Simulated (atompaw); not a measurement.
Logarithmic derivatives: indium (In), PAW (atompaw)

atompaw 4.2.0.5 input, output lines left out:

```
In 49
GGA-PBE scalarrelativistic loggrid 1500 logderivrange -3 5 201
5 5 4 0 0 0
5 0 1.5
5 1 1.5
0 0 0
c
c
c
c
v
c
c
c
v
c
v
2
2.75 2.05 2.75 2.65
y
0.3
n
y
3.6
n
y
-0.85
n
bloechl sinc
3 0 vpsmatchnc
```

The phase is arctan(r·u′/u) with u = r·R(r), unwrapped; energies in Ry, scanned from -3 to 5 Ry. A pole is an energy at which the radial function vanishes at the test radius. The pseudo phase is shifted by a multiple of π to meet the all-electron one at the reference energy, and phase errors are pseudo minus all-electron; the curves can meet again beyond the range given. Levels narrower than the energy grid can be missing from the lists of poles.

Q: For each channel, where are the poles, and over which energies does the pseudopotential scatter like the atom?

A:

| channel | radius (bohr) | reference energy (Ry) | poles, all-electron | poles, pseudo | unbroken range about the reference energy with phases within 0.05 rad | phase error 1 Ry above the reference energy (rad) |
| --- | --- | --- | --- | --- | --- | --- |
| s | 2.75 | -0.64 | 0.60 | -1.34, 0.60 | -1.3 to 2.9 | +0.000 |
| p | 2.75 | -0.21 | 1.74 | 1.73, 4.26 | below 4.2 | -0.001 |
| d | 2.75 | -1.43 | -1.35, 3.85 | -1.35, 4.03 | the whole range | +0.000 |

Note: ghost state, extra bound levels that the all-electron valence spectrum of the same l lacks: s at -18.3 eV. A true bound ghost makes a file unfit for plane-wave use.

Phases in the p channel:

```json
{"E (Ry)": "-3.00", "all-electron": "1.335", "pseudo": "1.333"}
{"E (Ry)": "-2.52", "all-electron": "1.306", "pseudo": "1.305"}
{"E (Ry)": "-2.04", "all-electron": "1.266", "pseudo": "1.264"}
{"E (Ry)": "-1.56", "all-electron": "1.201", "pseudo": "1.200"}
{"E (Ry)": "-1.08", "all-electron": "1.080", "pseudo": "1.079"}
{"E (Ry)": "-0.60", "all-electron": "0.780", "pseudo": "0.780"}
{"E (Ry)": "-0.12", "all-electron": "-0.186", "pseudo": "-0.187"}
{"E (Ry)": "0.36", "all-electron": "-1.100", "pseudo": "-1.101"}
{"E (Ry)": "0.84", "all-electron": "-1.383", "pseudo": "-1.384"}
{"E (Ry)": "1.32", "all-electron": "-1.505", "pseudo": "-1.506"}
{"E (Ry)": "1.80", "all-electron": "-1.578", "pseudo": "-1.580"}
{"E (Ry)": "2.28", "all-electron": "-1.634", "pseudo": "-1.635"}
{"E (Ry)": "2.76", "all-electron": "-1.685", "pseudo": "-1.686"}
{"E (Ry)": "3.24", "all-electron": "-1.742", "pseudo": "-1.743"}
{"E (Ry)": "3.72", "all-electron": "-1.820", "pseudo": "-1.820"}
{"E (Ry)": "4.20", "all-electron": "-1.953", "pseudo": "-2.043"}
{"E (Ry)": "4.68", "all-electron": "-2.263", "pseudo": "-5.293"}
```
